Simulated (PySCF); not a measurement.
W(OH)2 (H2O2W), SMILES [OH][W][OH] (connectivity only; charge and spin as stated), neutral, multiplicity 3.

Geometry: PBE-D3(BJ)/def2-TZVP. The geometry has at least one imaginary mode, so it is a saddle point at that level. The spin state was assumed, not searched. The def2 effective core potentials stand for the cores of W; spin–orbit coupling is left out. One conformer was computed; it need not be the lowest.

Level of theory: PySCF with PBE-D3(BJ)/def2-TZVP.

Frequencies are harmonic and unscaled.

Modes within 1.5 cm⁻¹ of each other (mostly degenerate sets) share a row, with their intensities summed.

Computed harmonic wavenumbers and intensities:
```
mode  ν (cm⁻¹)  IR (km/mol)  moving atoms (share of kinetic energy)
----  --------  -----------  --------------------------------------
1–2        38i        140.6                  H 47 %, O 42 %, W 12 %
3–4        417        217.4                          H 53 %, O 43 %
5–6        461          0.0                          H 87 %, O 13 %
7          747        191.4                          O 79 %, W 16 %
8          797          0.0                                  O 94 %
9         3841        656.1                                  H 94 %
10        3846          0.0                                  H 94 %
```
